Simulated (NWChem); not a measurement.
All runs are NWChem calculations. System: C$_{4}$H$_{4}$Si, charge 0, spin multiplicity 1, at a geometry optimised with PBE0/def2-SVP. The structure started from a generated list of species. Level: RHF/def2-TZVP.

The NWChem input:

```
start mol
memory heap 200 mb stack 800 mb global 1000 mb
geometry units angstroms nocenter noautoz
  Si     0.000000     0.000000     0.866872
  C      1.503324     0.000000    -0.182921
  C      2.507589     0.000000    -0.869491
  C     -1.503324     0.000000    -0.182921
  C     -2.507589     0.000000    -0.869491
  H      0.000000     1.217557     1.725281
  H      0.000000    -1.217557     1.725281
  H      3.394324     0.000000    -1.478908
  H     -3.394324     0.000000    -1.478908
  symmetry group C2v
end
basis spherical
  * library def2-tzvp
end
scf
  rhf
  nopen 0
  maxiter 100
  thresh 1e-7
  semidirect memsize 60000000 filesize 0
end
task scf energy
```

NWChem printed:

```
             Northwest Computational Chemistry Package (NWChem) 7.3.0
             --------------------------------------------------------

                                NWChem Input Module
                                -------------------

 Scaling coordinates for geometry "geometry" by  1.889725989
 (inverse scale =  0.529177249)

 Turning off AUTOSYM since
 SYMMETRY directive was detected!

                             Geometry "geometry" -> ""
                             -------------------------

 Output coordinates in angstroms (scale by  1.889725989 to convert to a.u.)

  No.       Tag          Charge          X              Y              Z
 ---- ---------------- ---------- -------------- -------------- --------------
    1 Si                  14.0000     0.00000000     0.00000000     0.86687200
    2 C                    6.0000     1.50332400     0.00000000    -0.18292100
    3 C                    6.0000     2.50758900     0.00000000    -0.86949100
    4 C                    6.0000    -1.50332400     0.00000000    -0.18292100
    5 C                    6.0000    -2.50758900     0.00000000    -0.86949100
    6 H                    1.0000     0.00000000     1.21755700     1.72528100
    7 H                    1.0000     0.00000000    -1.21755700     1.72528100
    8 H                    1.0000     3.39432400     0.00000000    -1.47890800
    9 H                    1.0000    -3.39432400     0.00000000    -1.47890800

 Effective nuclear repulsion energy (a.u.)     161.7250703940

            Nuclear Dipole moment (a.u.)
            ----------------------------
        X                 Y               Z
 ---------------- ---------------- ----------------
     0.0000000000     0.0000000000     0.0000188973

      Symmetry information
      --------------------

 Group name             C2v
 Group number             16
 Group order               4
 No. of unique centers     5

      Symmetry unique atoms

     1    2    3    6    8


 Summary of "ao basis" -> "" (spherical)
 ------------------------------------------------------------------------------
       Tag                 Description            Shells   Functions and Types
 ---------------- ------------------------------  ------  ---------------------
 *                         def2-tzvp                  on all atoms

 Summary of "ao basis" -> "ao basis" (spherical)
 ------------------------------------------------------------------------------
       Tag                 Description            Shells   Functions and Types
 ---------------- ------------------------------  ------  ---------------------
 Si                        def2-tzvp                13       37   5s5p2d1f
 C                         def2-tzvp                11       31   5s3p2d1f
 H                         def2-tzvp                 4        6   3s1p

                                 NWChem SCF Module
                                 -----------------

  ao basis        = "ao basis"
  functions       =   185
  atoms           =     9
  closed shells   =    21
  open shells     =     0
  charge          =   0.00
  wavefunction    = RHF
  use symmetry    = T
  symmetry adapt  = T

 Summary of "ao basis" -> "ao basis" (spherical)
 ------------------------------------------------------------------------------
       Tag                 Description            Shells   Functions and Types
 ---------------- ------------------------------  ------  ---------------------
 Si                        def2-tzvp                13       37   5s5p2d1f
 C                         def2-tzvp                11       31   5s3p2d1f
 H                         def2-tzvp                 4        6   3s1p

      Symmetry analysis of basis
      --------------------------

        a1         68
        a2         25
        b1         57
        b2         35

 Forming initial guess at       0.1s

      Superposition of Atomic Density Guess
      -------------------------------------

 Sum of atomic energies:        -441.51996010

      Non-variational initial energy
      ------------------------------

 Total energy =    -443.712135
 1-e energy   =    -924.655732
 2-e energy   =     319.218527
 HOMO         =      -0.341420
 LUMO         =      -0.006605

      Symmetry analysis of molecular orbitals - initial
      -------------------------------------------------

  Numbering of irreducible representations:

     1 a1          2 a2          3 b1          4 b2

  Orbital symmetries:

     1 a1          2 a1          3 b1          4 a1          5 b1
     6 a1          7 b1          8 a1          9 b2         10 a1
    11 b1         12 a1         13 b1         14 a1         15 b1
    16 a1         17 b2         18 a1         19 a2         20 b1
    21 b2         22 a1         23 b2         24 b1         25 a2
    26 a1         27 a1         28 b1         29 b1         30 a1
    31 b2

 Starting SCF solution at       5.4s

 ----------------------------------------------
         Quadratically convergent ROHF

 Convergence threshold     :          1.000E-07
 Maximum no. of iterations :          100
 Final Fock-matrix accuracy:          1.000E-09
 ----------------------------------------------

              iter       energy          gnorm     gmax       time
             ----- ------------------- --------- --------- --------
                 1     -442.6191473957  8.67D-01  1.87D-01      5.8
                 2     -442.6842558043  2.82D-01  5.64D-02      6.1
                 3     -442.6920022341  6.12D-03  1.53D-03      7.5
                 4     -442.6920075356  1.98D-05  4.80D-06      9.7
                 5     -442.6920075357  3.35D-09  5.50D-10     12.9

       Final RHF  results
       ------------------

         Total SCF energy =   -442.692007535687
      One-electron energy =   -928.263712248373
      Two-electron energy =    323.846634318657
 Nuclear repulsion energy =    161.725070394030

        Time for solution =      7.5s

       Symmetry analysis of molecular orbitals - final
       -----------------------------------------------

  Numbering of irreducible representations:

     1 a1          2 a2          3 b1          4 b2

  Orbital symmetries:

     1 a1          2 b1          3 a1          4 b1          5 a1
     6 a1          7 b1          8 a1          9 b2         10 a1
    11 b1         12 a1         13 b1         14 a1         15 b1
    16 a1         17 b2         18 a1         19 a2         20 b1
    21 b2         22 a1         23 b2         24 b1         25 a1
    26 a2         27 b1         28 a1         29 a1         30 b1
    31 b2

             Final eigenvalues
             -----------------

              1
    1  -68.8077
    2  -11.2521
    3  -11.2521
    4  -11.2276
    5  -11.2276
    6   -6.1545
    7   -4.2617
    8   -4.2614
    9   -4.2610
   10   -1.0309
   11   -1.0231
   12   -0.8032
   13   -0.7410
   14   -0.7090
   15   -0.5921
   16   -0.5437
   17   -0.5109
   18   -0.4157
   19   -0.4091
   20   -0.4009
   21   -0.4001
   22    0.1138
   23    0.1141
   24    0.1208
   25    0.1538
   26    0.1574
   27    0.1640
   28    0.1672
   29    0.1826
   30    0.1973
   31    0.2261

                       ROHF Final Molecular Orbital Analysis
                       -------------------------------------

 Vector   19  Occ=2.000000D+00  E=-4.090768D-01  Symmetry=a2
              MO Center=  1.8D-14,  1.9D-17, -5.1D-01, r^2= 5.4D+00
   Bfn.  Coefficient  Atom+Function         Bfn.  Coefficient  Atom+Function
  ----- ------------  ---------------      ----- ------------  ---------------
    44      0.199489  2 C  py                75      0.200339  3 C  py
   106     -0.199489  4 C  py               137     -0.200339  5 C  py
    47      0.191877  2 C  py               109     -0.191877  4 C  py
    78      0.185310  3 C  py               140     -0.185310  5 C  py

 Vector   20  Occ=2.000000D+00  E=-4.009298D-01  Symmetry=b1
              MO Center=  1.8D-13, -5.5D-22, -5.3D-01, r^2= 5.4D+00
   Bfn.  Coefficient  Atom+Function         Bfn.  Coefficient  Atom+Function
  ----- ------------  ---------------      ----- ------------  ---------------
    76      0.174300  3 C  pz               138     -0.174300  5 C  pz
    79      0.162972  3 C  pz               141     -0.162972  5 C  pz
    48      0.150556  2 C  pz               110     -0.150556  4 C  pz

 Vector   21  Occ=2.000000D+00  E=-4.001202D-01  Symmetry=b2
              MO Center=  2.2D-15,  4.1D-15, -2.1D-01, r^2= 5.6D+00
   Bfn.  Coefficient  Atom+Function         Bfn.  Coefficient  Atom+Function
  ----- ------------  ---------------      ----- ------------  ---------------
    75      0.189363  3 C  py               137      0.189363  5 C  py
    44      0.181476  2 C  py               106      0.181476  4 C  py
    78      0.174694  3 C  py               140      0.174694  5 C  py
    47      0.173624  2 C  py               109      0.173624  4 C  py

 Vector   22  Occ=0.000000D+00  E= 1.138197D-01  Symmetry=a1
              MO Center= -3.4D-16,  2.0D-16, -7.8D-02, r^2= 6.7D+00
   Bfn.  Coefficient  Atom+Function         Bfn.  Coefficient  Atom+Function
  ----- ------------  ---------------      ----- ------------  ---------------
     5      1.345099  1 Si s                 73     -1.184239  3 C  s
   135     -1.184239  5 C  s                 20     -1.111949  1 Si pz
    51     -0.833758  2 C  pz               113     -0.833758  4 C  pz
    80      0.785185  3 C  px               142     -0.785185  5 C  px
    49      0.768803  2 C  px               111     -0.768803  4 C  px

 Vector   23  Occ=0.000000D+00  E= 1.141200D-01  Symmetry=b2
              MO Center= -1.5D-13, -5.4D-14, -1.2D-01, r^2= 6.3D+00
   Bfn.  Coefficient  Atom+Function         Bfn.  Coefficient  Atom+Function
  ----- ------------  ---------------      ----- ------------  ---------------
    19      0.677711  1 Si py               164     -0.658430  6 H  s
   170      0.658430  7 H  s                 81     -0.452302  3 C  py
   143     -0.452302  5 C  py                50      0.291812  2 C  py
   112      0.291812  4 C  py                75     -0.159358  3 C  py
   137     -0.159358  5 C  py

 Vector   24  Occ=0.000000D+00  E= 1.208102D-01  Symmetry=b1
              MO Center=  4.7D-15, -1.3D-18,  1.1D+00, r^2= 6.9D+00
   Bfn.  Coefficient  Atom+Function         Bfn.  Coefficient  Atom+Function
  ----- ------------  ---------------      ----- ------------  ---------------
    18      2.406304  1 Si px                49      1.468025  2 C  px
   111      1.468025  4 C  px                73     -1.453593  3 C  s
   135      1.453593  5 C  s                 51     -0.921062  2 C  pz
   113      0.921062  4 C  pz                82     -0.616900  3 C  pz
   144      0.616900  5 C  pz                15      0.593257  1 Si px

 center of mass
 --------------
 x =   0.00000000 y =   0.00000000 z =  -0.01201905

 moments of inertia (a.u.)
 ------------------
         190.567445814940           0.000000000000           0.000000000000
           0.000000000000         995.438012056321           0.000000000000
           0.000000000000           0.000000000000         826.211891942861

  Mulliken analysis of the total density
  --------------------------------------

    Atom       Charge   Shell Charges
 -----------   ------   -------------------------------------------------------
    1 Si  14    13.42   2.00  0.58  1.39  0.75  0.38  4.12  1.72  0.53  1.26  0.24  0.17  0.22  0.04
    2 C    6     6.26   0.86  1.12  0.49  0.88  0.01  1.20  1.23  0.40  0.01  0.05  0.01
    3 C    6     6.20   0.86  1.12  0.53  0.49  0.16  1.19  1.32  0.50  0.02  0.01  0.01
    4 C    6     6.26   0.86  1.12  0.49  0.88  0.01  1.20  1.23  0.40  0.01  0.05  0.01
    5 C    6     6.20   0.86  1.12  0.53  0.49  0.16  1.19  1.32  0.50  0.02  0.01  0.01
    6 H    1     1.04   0.24  0.56  0.23  0.01
    7 H    1     1.04   0.24  0.56  0.23  0.01
    8 H    1     0.80   0.25  0.46  0.06  0.02
    9 H    1     0.80   0.25  0.46  0.06  0.02

       Multipole analysis of the density wrt the origin
       ------------------------------------------------

     L   x y z        total         open         nuclear
     -   - - -        -----         ----         -------
     0   0 0 0     -0.000000      0.000000     42.000000

     1   1 0 0      0.000000      0.000000      0.000000
     1   0 1 0     -0.000000      0.000000      0.000000
     1   0 0 1     -0.272940      0.000000      0.000019

     2   2 0 0    -20.872948      0.000000    448.592451
     2   1 1 0     -0.000000      0.000000      0.000000
     2   1 0 1     -0.000000      0.000000      0.000000
     2   0 2 0    -29.888753      0.000000     10.587813
     2   0 1 1      0.000000      0.000000      0.000000
     2   0 0 2    -26.359936      0.000000    108.280962

 Task  times  cpu:       13.0s     wall:       13.0s

 Total times  cpu:       13.0s     wall:       13.0s
```
